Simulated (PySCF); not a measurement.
The multiplicity is imposed and other spin states were not computed.

Cartesian coordinates (Å):
```xyz
5

Cu    -0.0247     0.0192    -0.0542
O     -1.4239    -0.9592     0.3308
H     -2.1317    -0.9403    -0.3302
O      1.4379     0.9483    -0.3000
H      1.4679     1.4549    -1.1252
```
Charge 0, spin multiplicity 2.

Task: What is the computed charge on the central atom (Mulliken), total energy, spin population on the central atom (Mulliken), highest occupied spin orbital and dipole moment (TPSSh-D3(BJ)/def2-TZVP // r2SCAN-D4/def2-SVP (PySCF))?

Result: 
```json
{
  "charge on the central atom (Mulliken)": "0.48 e",
  "total_energy": "-48769.51 eV",
  "spin population on the central atom (Mulliken)": "0.43",
  "highest_occupied_spin_orbital": "-7.31 eV",
  "dipole_moment": "0.559 e·Å"
}
```
